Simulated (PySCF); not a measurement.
SnF3, SMILES [F][Sn]([F])[F], multiplicity 2.

Coordinates come from a B3LYP-D3(BJ)/def2-SVP optimisation. The spin state was assumed, not searched. The isomer is the one that the SMILES or the coordinates give; other isomers of the formula were not compared. The def2 effective core potentials stand for the cores of Sn; spin–orbit coupling is left out.

Calculation: C-PCM-ωB97X/def2-SVP (PySCF 2.14.0).

The values are the electrostatic part of the solvation free energy, E(continuum) − E(gas) at the gas-phase geometry, in a cavity of scaled van der Waals radii (PySCF's table); cavitation and dispersion terms are not included. A continuum can't describe solvent molecules that bind to the metal. The dipole moment in vacuum is 3.19 D.

Computed values in water (ε = 78.36), acetonitrile (ε = 35.69), chlorobenzene (ε = 5.70):
| solvent | ε | ΔG(elec) (kcal/mol) | dipole (D) |
|---|---|---|---|
| water | 78.36 | -7.5 | 3.85 |
| acetonitrile | 35.69 | -7.4 | 3.84 |
| chlorobenzene | 5.70 | -6.2 | 3.73 |
